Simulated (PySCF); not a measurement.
input.py for SrO

The script input.py:

```python
from pyscf import gto, scf

mol = gto.M(
    atom='Sr 0 0 0; O 0 0 2.255',
    basis='cc-pvdz-dk',
    charge=0,
    spin=0,
    symmetry=True,
    verbose=4,
)
mf = scf.RHF(mol)
mf = mf.sfx2c1e()
mf.kernel()
mf.analyze()
print('orbital energies (hartree):', mf.mo_energy[..., max(0, mol.nelec[1]-3):mol.nelec[0]+3].round(4))
```

```bash
$ OMP_NUM_THREADS=1 python input.py
```

The log (some set-up lines and the per-cycle HOMO/LUMO lines with their warnings removed):

```
PySCF version 2.14.0

[INPUT] Symbol           X                Y                Z      unit          X                Y                Z       unit  Magmom
[INPUT]  1 Sr     0.000000000000   0.000000000000   0.000000000000 AA    0.000000000000   0.000000000000   0.000000000000 Bohr   0.0
[INPUT]  2 O      0.000000000000   0.000000000000   2.255000000000 AA    0.000000000000   0.000000000000   4.261332410894 Bohr   0.0

nuclear repulsion = 71.3391894100577
point group symmetry = Coov
symmetry origin: [0.         0.         0.74110129]
symmetry axis x: [1. 0. 0.]
symmetry axis y: [0. 1. 0.]
symmetry axis z: [0. 0. 1.]
num. orbitals of irrep A1 = 20
num. orbitals of irrep E1x = 11
num. orbitals of irrep E1y = 11
num. orbitals of irrep E2x = 4
num. orbitals of irrep E2y = 4
number of shells = 11
number of NR pGTOs = 152
number of NR cGTOs = 50
basis = cc-pvdz-dk
ecp = {}

******** <class 'pyscf.x2c.sfx2c1e.sfX2C1eSymAdaptedRHF'> ********
method = sfX2C1eSymAdaptedRHF
initial guess = minao
damping factor = 0
level_shift factor = 0
DIIS = <class 'pyscf.scf.diis.CDIIS'>
SCF conv_tol = 1e-09
SCF max_cycles = 50

******** <class 'pyscf.x2c.sfx2c1e.SpinFreeX2CHelper'> ********
approx = 1e
xuncontract = 1
Freeze 0 electrons in irreps []
    46 free electrons in irreps A1 E1x E1y E2x E2y
Initial guess from minao.
init E= -3251.78182552849
cycle= 1 E= -3251.73477972686  delta_E= 0.047  |g|= 1.09  |ddm|= 2.59
cycle= 2 E= -3244.53115283271  delta_E=  7.2  |g|= 2.36  |ddm|= 3.92
cycle= 3 E= -3251.77029360306  delta_E= -7.24  |g|= 1.01  |ddm|= 3.96
cycle= 4 E= -3251.91180110978  delta_E= -0.142  |g|= 0.718  |ddm|= 0.647
cycle= 5 E= -3252.0696554954  delta_E= -0.158  |g|= 0.0808  |ddm|= 1.51
cycle= 6 E= -3252.07491039054  delta_E= -0.00525  |g|= 0.0237  |ddm|= 0.467
cycle= 7 E= -3252.07669602079  delta_E= -0.00179  |g|= 0.0171  |ddm|= 0.271
cycle= 8 E= -3252.077163982  delta_E= -0.000468  |g|= 0.00717  |ddm|= 0.0954
cycle= 9 E= -3252.07737226139  delta_E= -0.000208  |g|= 0.00469  |ddm|= 0.0937
cycle= 10 E= -3252.07742927152  delta_E= -5.7e-05  |g|= 0.00352  |ddm|= 0.0693
cycle= 11 E= -3252.07744728985  delta_E= -1.8e-05  |g|= 0.00163  |ddm|= 0.0425
cycle= 12 E= -3252.07745003713  delta_E= -2.75e-06  |g|= 0.000564  |ddm|= 0.00986
cycle= 13 E= -3252.07745058027  delta_E= -5.43e-07  |g|= 0.000173  |ddm|= 0.00765
cycle= 14 E= -3252.0774505963  delta_E= -1.6e-08  |g|= 3.5e-05  |ddm|= 0.000942
cycle= 15 E= -3252.07745059711  delta_E= -8.12e-10  |g|= 3.46e-06  |ddm|= 0.00018
Extra cycle  E= -3252.07745059713  delta_E= -2.18e-11  |g|= 3e-06  |ddm|= 1.9e-05
converged SCF energy = -3252.07745059713
**** SCF Summaries ****
Total Energy =                       -3252.077450597131701
Nuclear Repulsion Energy =              71.339189410057656
One-electron Energy =                -4646.556864668539674
Two-electron Energy =                 1323.140224661350203
Two-electron Coulomb Energy =         1435.472614461820740
DFT Exchange-Correlation Energy =     -112.332389800470537
Wave-function symmetry id = 0
**** MO energy ****
[12 lines left out]
MO #13 (E1x #3), energy= -5.54602505588681 occ= 2
MO #14 (E1y #3), energy= -5.54602505588681 occ= 2
MO #15 (A1 #7), energy= -5.5458417339825 occ= 2
MO #16 (A1 #8), energy= -1.91054274395177 occ= 2
MO #17 (A1 #9), energy= -1.08255092325743 occ= 2
MO #18 (E1x #4), energy= -1.07080726843389 occ= 2
MO #19 (E1y #4), energy= -1.07080726843389 occ= 2
MO #20 (A1 #10), energy= -0.951001722763455 occ= 2
MO #21 (A1 #11), energy= -0.248769518244565 occ= 2
MO #22 (E1x #5), energy= -0.236709337691237 occ= 2
MO #23 (E1y #5), energy= -0.236709337691237 occ= 2
MO #24 (A1 #12), energy= -0.0306998721760094 occ= 0
MO #25 (E1x #6), energy= 0.0182451623167275 occ= 0
MO #26 (E1y #6), energy= 0.0182451623167275 occ= 0
[24 lines left out]
 ** Mulliken pop on meta-lowdin orthogonal AOs  **
 ** Mulliken pop  **
pop of  0 Sr 1s           2.00000
pop of  0 Sr 2s           2.00000
pop of  0 Sr 3s           1.99999
pop of  0 Sr 4s           1.99960
pop of  0 Sr 5s           0.16603
pop of  0 Sr 6s           0.01445
pop of  0 Sr 2px          2.00000
pop of  0 Sr 2py          2.00000
pop of  0 Sr 2pz          2.00000
pop of  0 Sr 3px          2.00000
pop of  0 Sr 3py          2.00000
pop of  0 Sr 3pz          2.00000
[38 lines left out]
 ** Mulliken atomic charges  **
charge of    0Sr =      1.29008
charge of    1O =     -1.29008
Dipole moment(X, Y, Z, Debye):  0.00000,  0.00000, -13.28079
orbital energies (hartree): [-0.2488 -0.2367 -0.2367 -0.0307  0.0182  0.0182]
```

In short: E(SCF) = -3252.077451 Eh, 15 cycles, μz(SCF) = -13.28 D.

It ran on Intel Xeon 6975P-C (1 thread, shared host) in 1.4 s.

Stability towards an unrestricted solution was not tested. The bond length is a typed value, not an optimised one.
